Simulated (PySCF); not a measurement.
1-bromo-3-chloropropa-1,2-diene (C₃H₂BrCl), SMILES C(=C=CCl)Br. Geometry optimised at B3LYP-D3(BJ)/def2-SVP.

Computed equilibrium geometry at B3LYP-D3(BJ)/def2-SVP (PySCF confirms it by a frequency run) as bond lengths and angles:
Atoms: Cl1 C2 C3 C4 Br5 H6 H7. Bonds (Å): Cl1–C2 1.747, C2–C3 1.309, C2–H6 1.094, C3–C4 1.304, C4–Br5 1.911, C4–H7 1.093. Bond angles (°): Cl1–C2–C3 123.3, Cl1–C2–H6 113.6, C3–C2–H6 123.2, C2–C3–C4 179.5, C3–C4–Br5 122.9, C3–C4–H7 124.2, Br5–C4–H7 112.9.
